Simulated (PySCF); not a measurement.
# Electron correlation in N (nitrogen, neutral)

[He] 2s1 2p4, high-spin 4P determinant (an excited configuration). Computed with PySCF 2.14 in x2c-QZVPPall, with the spin-free X2C one-electron Hamiltonian (Gaussian nucleus). Frozen: 1s2; 5 electrons correlated.

MP2 pair energies summed by pair of shells (mhartree):

```json
{"pair": "2p-2p", "energy": "-81.37", "share (%)": "83.3"}
{"pair": "2s-2p", "energy": "-16.32", "share (%)": "16.7"}
```

Total MP2 correlation energy: -97.69 mhartree.

Same-spin part -30.60 and opposite-spin part -67.09 mhartree; SCS-MP2 scales them by 1/3 and 6/5 to -90.71 mhartree.
